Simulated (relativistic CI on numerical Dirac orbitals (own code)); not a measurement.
# Ga+: from the plainest model towards the measured levels

Calculated with a relativistic CI code on KLI orbitals (one set per configuration, finite nucleus), adding one ingredient at a time: step 1, Dirac-Coulomb, each configuration alone; step 2, with Breit and QED terms; step 3, with configuration mixing; step 4, with scaled Slater integrals (0.85); step 5, with a P86 correlation estimate; step 6, tied to the ionisation limit. P86 is a density functional for the correlation energy, evaluated here for each configuration and added to its levels. Step 6 is semi-empirical: configurations made of the next ion and one excited electron move by 4341 cm⁻¹, so that their limit matches the tabulated ionisation energy, and those with a non-penetrating f or g electron also take the P86 value of the least penetrating other one.

CI space (outside the closed core [Ar]): 3d10 4s2, 3d10 4s 4p, 3d10 4s 5s, 3d10 4p2, 3d10 4s 4d, 3d10 4s 5p, 3d10 4d2, 3d10 4s 6s, 3d10 4s 4f, 3d10 4s 5d, 3d10 4p 4d, 3d10 4s 6p, 3d10 4s 5f, 3d10 4s 6d, 3d10 4s 6f, 3d9 4s2 4p.

Computed minus measured energy above the ground level, in cm⁻¹, for 6 of the 12 excited levels that pair in every step (one J of a term; a digit in brackets numbers repeated terms):

| Configuration | Term | J | Measured | Step 1 | Step 2 | Step 3 | Step 4 | Step 5 | Step 6 |
| --- | --- | --- | --- | --- | --- | --- | --- | --- | --- |
| 3d10 4s 4p | 3P° | 0 | 47368 | -10486 | -10547 | -4938 | -5100 | -4112 | 211 |
| 3d10 4s 4p | 1P° | 1 | 70701 | -210 | -291 | 54 | -3901 | -2767 | 1452 |
| 3d10 4s 5s | 3S | 1 | 102945 | -12292 | -12385 | -6028 | -7433 | -4040 | 299 |
| 3d10 4s 5s | 1S | 0 | 106662 | -10685 | -10778 | -4707 | -6875 | -3475 | 854 |
| 3d10 4s 4d | 3D | 1 | 113816 | -12493 | -12609 | -6244 | -7723 | -4385 | -44 |
| 3d10 4s 5p | 3P° | 0 | 118430 | -13017 | -13119 | -6869 | -8302 | -4300 | 29 |

Mean absolute errors in cm⁻¹, over all paired levels and for the configurations:

```csv
"Configuration, levels",Step 1,Step 2,Step 3,Step 4,Step 5,Step 6
"all, 12",10939,11036,5427,6818,4075,272
"3d10 4s 4p, 4",7926,8002,3750,4847,3822,474
"3d10 4s 5s, 2",11488,11582,5368,7154,3758,576
"3d10 4s 4d, 3",12497,12615,6249,7730,4392,51
"3d10 4s 5p, 3",13032,13137,6879,8310,4307,22
```

Measured levels: NIST Handbook of Basic Atomic Spectroscopic Data (Sansonetti and Martin, J. Phys. Chem. Ref. Data 34, 1559 (2005)).

Problem. What does each ingredient do to the ground and the excited configurations, and where is the model closest to experiment?

Solution. Mixing lowers the ground level by 6380, with 3d10 4p2 as its largest admixture; relative to it the configurations that move most are 3d10 4s 4d by +6366, 3d10 4s 5p by +6257, 3d10 4s 5s by +6214. Configurations whose own partners of that kind are not in the list rise by much of that lowering, so a short list can trade one imbalance for another. The P86 estimate moves 3d10 4s 5p by +4002, 3d10 4s 5s by +3396, 3d10 4s 4d by +3338, and takes the mean absolute error of the excited configurations from 6818 to 4075. Step 6 takes that error from 4075 to 272; the error more than halves for 3d10 4s 4p, 3d10 4s 5s, 3d10 4s 4d, 3d10 4s 5p. The mean absolute error is lowest at step 6 (272 cm⁻¹), and the largest single drop is from step 2 to 3 (11036 to 5427).
